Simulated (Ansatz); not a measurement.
`OB(Cl)C[SiH3]` + HCl → `OB(Cl)Cl` + `C[SiH3]` at 400 K and 1 bar (ligand exchange at a B–C bond).

Gas-phase electronic energies from Ansatz, PBE0-D4/def2-TZVP geometries. CCSD(T)/CBS is the MP2 limit (def2-TZVPP, def2-QZVPP) plus CCSD(T) − MP2 in def2-TZVPP, frozen cores. This one scheme is used for every species. Each species was taken in one conformer, which may not be the lowest.

| species | CCSD(T)/CBS energy (Eh) | H − E (kJ/mol) | S (J/(mol·K)) |
| --- | --- | --- | --- |
| `OB(Cl)C[SiH3]` | -890.60302 | 225.6 | 393.6 |
| HCl | -460.38127 | 29.6 | 195.4 |
| `OB(Cl)Cl` | -1020.26564 | 77.9 | 316.2 |
| `C[SiH3]` | -330.73916 | 180.9 | 277.1 |

H − E and S are ideal-gas, rigid-rotor, harmonic terms from PBE0-D4/def2-TZVP, for one conformer and one mirror image of each species. 1 Eh = 2625.50 kJ/mol, R = 8.31446 J/(mol·K).

Question: By hand: ΔE, ΔH, ΔS and ΔG.

Answer: ΔE = (-1020.26564) + (-330.73916) − (-890.60302) − (-460.38127) = -0.02051 Eh = -53.8 kJ/mol. Δ(H − E) = 77.9 + 180.9 − 225.6 − 29.6 = 3.6, so ΔH = -50.2 kJ/mol. ΔS = 316.2 + 277.1 − 393.6 − 195.4 = 4.3 J/(mol·K). ΔG = -50.2 − 400 × (4.3)/1000 = -51.9 kJ/mol.

Question: By hand: the equilibrium constant, and the temperature at which ΔG would vanish if ΔH and ΔS stayed fixed.

Answer: log₁₀ K = −ΔG/(RT ln 10) = 6.8. ΔH and −TΔS have one sign here, so there is no such temperature.

The number of gas molecules stays the same, so ΔS is small and ΔH decides. A doubt of 5 kJ/mol in ΔE shifts log₁₀ K by 0.7 here. Other conformers and mirror images would add mixing entropy, several J/(mol·K) or more a flexible species. Modes under 60 cm⁻¹, often nearly free rotors, make the harmonic entropy too high. These are equilibria of isolated gas molecules and say nothing of rates. Largest T1 diagnostic: 0.012 (customary marks: 0.02 for closed shells, 0.045 for open ones).

ΔS is within the doubt of such terms, so its sign, and with it that verdict, could turn.
